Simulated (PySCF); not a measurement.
Delta-SCF ions had no search for a lower state. Excitations are Tamm–Dancoff values on a coarser integration grid. The basis has no diffuse functions, so Rydberg states are missing or too high.

Z-matrix (Å, degrees):
```
C
H 1 1.1190
C 1 1.5411 2 108.02
H 3 1.0991 1 113.21 2 -47.35
C 3 1.5333 4 116.72 1 -117.69
H 5 1.1013 3 113.58 4 -63.62
H 5 1.1017 6 108.42 3 -127.10
C 5 1.5334 6 112.91 7 -126.96
H 8 1.0982 5 117.05 6 62.87
C 3 1.5363 4 114.04 1 124.39
H 10 1.1008 3 110.72 4 43.56
H 10 1.1012 11 106.85 3 122.22
C 8 1.5388 9 114.37 5 118.37
H 13 1.1006 8 110.35 9 -42.37
H 13 1.1009 14 106.88 8 -121.84
C 8 1.5405 9 112.88 13 123.26
H 16 1.1011 8 110.34 9 -79.20
B 1 1.5501 2 96.08 3 -124.72
H 18 1.2105 1 120.81 2 -88.67
H 18 1.2117 19 118.84 1 -174.85
S 16 1.8218 17 102.10 8 -122.75
H 21 1.3514 16 96.74 17 179.68
```
Charge 0, spin multiplicity 1.

Task: What vertical ionisation energy (Delta-SCF), S1 excitation (TDA), S1 oscillator strength, HOMO and HOMO–LUMO gap does ωB97X-D3(BJ)/def2-TZVP // PBE0-D3(BJ)/def2-SVP in PySCF give?

Result: 
The vertical ionisation energy (Delta-SCF) is 8.94 eV and the S1 excitation (TDA) comes out as 5.52 eV. The S1 oscillator strength is 0.002. The HOMO is -9.12 eV and the HOMO–LUMO gap is 9.90 eV.
